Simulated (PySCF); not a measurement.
The group X on ethynyl-X is varied. Gas-phase values, no solvent. One relaxed conformer stands for each flexible species; it need not be the lowest. Strings in code marks are SMILES.

Method: PySCF with PBE-D3(BJ)/def2-TZVP // B3LYP-D3(BJ)/def2-TZVP. All candidates: neutral, multiplicity 1. Delta-SCF ions had no search for a lower state. Excitations are Tamm–Dancoff values on a coarser integration grid. The basis has no diffuse functions, so Rydberg states are missing or too high.

```json
{
 "vertical ionisation energy (Delta-SCF)": "9.19 eV",
 "T1 excitation (TDA)": "5.26 eV",
 "dipole_moment": "1.02 D"
}
```

Problem. Name which member has these values.
(A) `C#CC(F)F`
(B) `C#C[SeH]`
(C) `C#CC1CC1`
(D) `C#CCC#N`

Solution. C, `C#CC1CC1`. The others give `C#C[SeH]`: 8.93 eV, 4.04 eV, 0.58 D; `C#CCC#N`: 10.60 eV, 5.46 eV, 3.62 D; `C#CC(F)F`: 11.31 eV, 5.29 eV, 2.08 D
